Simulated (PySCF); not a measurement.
Simulated outer-valence photoelectron spectrum of `BrC1=NC=NN1`. Level of theory: EOM-IP-CCSD/aug-cc-pVDZ in PySCF, restricted Hartree–Fock reference, 14 core orbitals frozen, non-relativistic, gas phase, PBE0-D3(BJ)/def2-SVP geometry.

Each root has a Gaussian of 0.8 eV full width with its one-hole share as area; cross sections and vibrations are left out, and the highest printed point is 100.

```
ionisation energy (eV)  intensity
                   8.8          1
                   9.0          3
                   9.2          9
                   9.4         23
                   9.6         40
                   9.8         51
                  10.0         50
                  10.2         46
                  10.4         53
                  10.6         70
                  10.8         86
                  11.0         93
                  11.2         90
                  11.4         82
                  11.6         73
                  11.8         68
                  12.0         77
                  12.2         95
                  12.4        100
                  12.6         79
                  12.8         45
                  13.0         18
                  13.2          5
                  13.4          1
                  13.6          0
                  13.8          1
                  14.0          5
                  14.2         15
                  14.4         31
                  14.6         46
                  14.8         49
                  15.0         37
                  15.2         23
                  15.4         20
                  15.6         31
                  15.8         45
                  16.0         49
                  16.2         37
                  16.4         20
                  16.6          8
                  16.8          2
                  17.0          0
```

**Question.** Where are the maxima, and how many lines lie under the curve?

**Answer.** 5 maxima, at 9.9, 11.0, 12.3, 14.7 and 15.9 eV, from 8 lines. At this width some lines have no maximum of their own.

**Question.** List the lines with their holes.

**Answer.** 
```json
{"E (eV)": "9.83", "leading hole (HF orbital)": "HOMO", "area": "0.95", "Koopmans (eV)": "10.15"}
{"E (eV)": "10.69", "leading hole (HF orbital)": "HOMO-3", "area": "0.94", "Koopmans (eV)": "12.91"}
{"E (eV)": "11.08", "leading hole (HF orbital)": "HOMO-1", "area": "0.94", "Koopmans (eV)": "11.87"}
{"E (eV)": "11.57", "leading hole (HF orbital)": "HOMO-2", "area": "0.96", "Koopmans (eV)": "12.22"}
{"E (eV)": "12.36", "leading hole (HF orbital)": "HOMO-5", "area": "0.94", "Koopmans (eV)": "14.25"}
{"E (eV)": "12.39", "leading hole (HF orbital)": "HOMO-4", "area": "0.95", "Koopmans (eV)": "13.17"}
{"E (eV)": "14.73", "leading hole (HF orbital)": "HOMO-6", "area": "0.95", "Koopmans (eV)": "15.97"}
{"E (eV)": "15.95", "leading hole (HF orbital)": "HOMO-7", "area": "0.95", "Koopmans (eV)": "17.45"}
```

The widest gap, 2.34 eV, lies between 12.39 and 14.73 eV. Only orbitals with −ε under 21 eV, eight at most, were ionised, so the high end of the curve may lack lines.

Hardware: Intel Xeon Platinum 8488C, one thread, shared host with 192 logical CPUs at a one-minute load of 23. Cost: 6.9 min, 3.0 GiB resident at most.
